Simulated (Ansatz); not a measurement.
Total energies of MoN(OH)3 (MoNO₃H₃) from Ansatz at PBE0-D4/def2-TZVPD, gas phase (1 Eh = 27.2114 eV = 2625.5 kJ/mol). The reference geometry is relaxed at B3LYP-D4/def2-SVP.

```xyz
8

Mo   -0.010   -0.004    0.038
N     0.399    0.143   -1.541
O    -1.019    1.530    0.476
H    -1.215    2.226   -0.167
O     1.608   -0.094    1.005
H     2.474   -0.054    0.577
O    -1.020   -1.591    0.185
H    -1.217   -2.156   -0.574
```

| state | geometry | energy (Eh) |
| --- | --- | --- |
| charge 0 singlet | reference | -350.39039 |
| charge -1 doublet | reference | -350.38076 |
| charge -1 doublet | relaxed at B3LYP-D4/def2-SVPD | -350.40969 |
| free Mo atom (septet) | – | -68.10433 |
| free N atom (quartet) | – | -54.54388 |
| free O atom (triplet) | – | -75.01925 |
| free H atom (doublet) | – | -0.50104 |

In the def2 sets Mo takes a core potential; there is no spin–orbit coupling.

Problem. Work out the vertical electron affinity, to the doublet.

Solution. E(charge 0 singlet) − E(charge -1 doublet) = -350.39039 − (-350.38076) = -0.00963 Eh = -0.26 eV; negative, so the extra electron isn't bound.

Problem. How much does the charge -1 doublet relax, and what is the adiabatic electron affinity?

Solution. Relaxation: -350.38076 − (-350.40969) = 0.02893 Eh = 0.79 eV. Adiabatic electron affinity: 0.01930 Eh = 0.53 eV, without zero-point energy. 

Problem. What is the binding energy per atom against free atoms?

Solution. Atoms: 1 × (-68.10433) + 1 × (-54.54388) + 3 × (-75.01925) + 3 × (-0.50104) = -349.20908 Eh. Binding: -349.20908 − (-350.39039) = 1.18131 Eh = 32.15 eV, or 4.02 eV for each of 8 atoms (no zero-point energy, no counterpoise term).

The restricted singlet is unstable towards broken spin symmetry in Hartree–Fock (as tested in another run); at PBE0-D4/def2-TZVPD this wasn't settled. At PBE0-D4/def2-TZVPD the highest occupied level of the charge -1 doublet lies above zero (up to 2.18 eV). By energy differences it is unbound by 0.26 eV (vertical, to the charge 0 singlet, at PBE0-D4/def2-TZVPD) and held by the finite basis. At PBE0-D4/def2-TZVPD the highest occupied level of the relaxed charge -1 doublet lies above zero (up to 0.27 eV). By energy differences its removal costs 0.53 eV (each at its own geometry, to the charge 0 singlet, at PBE0-D4/def2-TZVPD); the vertical value is larger still, so the positive level points to self-interaction error.
